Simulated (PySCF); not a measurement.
NP, charge -1, doublet, at a GFN2-xTB geometry (a state made from the parent by changing its charge; the spin is typed, not shown lowest) (in this run its highest filled SCF level lies above zero, so its values depend strongly on the basis, on diffuse functions most of all), atoms displaced at random by about 0.08 Å a coordinate; PBE0/def2-TZVP, gradient run with PySCF.

PySCF was given this input:
```python
from pyscf import gto, scf, dft

mol = gto.M(
    atom='''
N     0.040043    0.005424   -1.012606
P    -0.044441    0.087284    0.444653
''',
    basis='def2-tzvp',
    charge=-1,
    spin=1,
    verbose=4,
)

mf = dft.UKS(mol)
mf.xc = 'pbe0'
mf.grids.level = 0
mf.kernel()
g = mf.nuc_grad_method()
g.grid_response = False
grad = g.kernel()
```

Q: Predict the main parts of the log of this PySCF run.

A: 
```
PySCF version 2.14.0

[INPUT] verbose = 4
[INPUT] num. atoms = 2
[INPUT] num. electrons = 23
[INPUT] charge = -1
[INPUT] spin (= nelec alpha-beta = 2S) = 1
[INPUT] symmetry False subgroup None
[INPUT] Mole.unit = angstrom
[INPUT] Symbol           X                Y                Z      unit          X                Y                Z       unit  Magmom
[INPUT]  1 N      0.040043000000   0.005424000000  -1.012606000000 AA    0.075670303206   0.010249874500  -1.913548012091 Bohr   0.0
[INPUT]  2 P     -0.044441000000   0.087284000000   0.444653000000 AA   -0.083981318702   0.164942855057   0.840272390466 Bohr   0.0

nuclear repulsion = 38.0052174806492
number of shells = 24
number of NR pGTOs = 109
number of NR cGTOs = 68
basis = def2-tzvp
ecp = {}

******** <class 'pyscf.dft.uks.UKS'> ********
method = UKS
initial guess = minao
damping factor = 0
level_shift factor = 0
DIIS = <class 'pyscf.scf.diis.CDIIS'>
diis_start_cycle = 1
diis_space = 8
diis_damp = 0
SCF conv_tol = 1e-09
SCF conv_tol_grad = None
SCF max_cycles = 50
direct_scf = True
direct_scf_tol = 1e-13
number electrons alpha = 12  beta = 11
XC library pyscf.dft.libxc version 7.1.2
    S. Lehtola, C. Steigemann, M. J. T. Oliveira, and M. A. L. Marques,  SoftwareX 7, 1–5 (2018)
XC functionals = pbe0
    C. Adamo and V. Barone,  J. Chem. Phys. 110, 6158 (1999)
    M. Ernzerhof and G. E. Scuseria,  J. Chem. Phys. 110, 5029 (1999)
radial grids:
    Treutler-Ahlrichs [JCP 102, 346 (1995); DOI:10.1063/1.469408] (M4) radial grids

becke partition: Becke, JCP 88, 2547 (1988); DOI:10.1063/1.454033
pruning grids: <function nwchem_prune>
grids dens level: 0
symmetrized grids: False
atomic radii adjust function: <function treutler_atomic_radii_adjust>
small_rho_cutoff = 0
Set gradient conv threshold to 3.16228e-05
tot grids = 2688
init E= -395.972647801202

cycle= 1 E= -395.759280639105  delta_E= 0.213  |g|= 0.49  |ddm|= 1.15
cycle= 2 E= -395.117634524091  delta_E= 0.642  |g|= 1.14  |ddm|= 1.35
cycle= 3 E= -395.88899829736  delta_E= -0.771  |g|= 0.0743  |ddm|= 1.08
cycle= 4 E= -395.891969300431  delta_E= -0.00297  |g|= 0.0436  |ddm|= 0.153
cycle= 5 E= -395.892866146869  delta_E= -0.000897  |g|= 0.00913  |ddm|= 0.0508
cycle= 6 E= -395.892924294368  delta_E= -5.81e-05  |g|= 0.00284  |ddm|= 0.0112
cycle= 7 E= -395.892935477797  delta_E= -1.12e-05  |g|= 0.000738  |ddm|= 0.0052
cycle= 8 E= -395.892937626861  delta_E= -2.15e-06  |g|= 0.000426  |ddm|= 0.00195
cycle= 9 E= -395.892938753046  delta_E= -1.13e-06  |g|= 0.000207  |ddm|= 0.00181
cycle= 10 E= -395.892939070039  delta_E= -3.17e-07  |g|= 6.75e-05  |ddm|= 0.00125
cycle= 11 E= -395.892939095549  delta_E= -2.55e-08  |g|= 1.19e-05  |ddm|= 0.00038
cycle= 12 E= -395.892939095934  delta_E= -3.85e-10  |g|= 6.13e-06  |ddm|= 4.24e-05
Extra cycle  E= -395.892939095943  delta_E= -9.04e-12  |g|= 8.61e-06  |ddm|= 1.76e-05
converged SCF energy = -395.892939095943  <S^2> = 0.75625725  2S+1 = 2.0062475

******** <class 'pyscf.grad.uks.Gradients'> for <class 'pyscf.dft.uks.UKS'> ********
unit = Eh/Bohr
grid_response = False
--------------- UKS gradients ---------------
         x                y                z
0 N    -0.0059809632     0.0057599480     0.1050223506
1 P     0.0058660387    -0.0056965939    -0.1014874897
----------------------------------------------
```
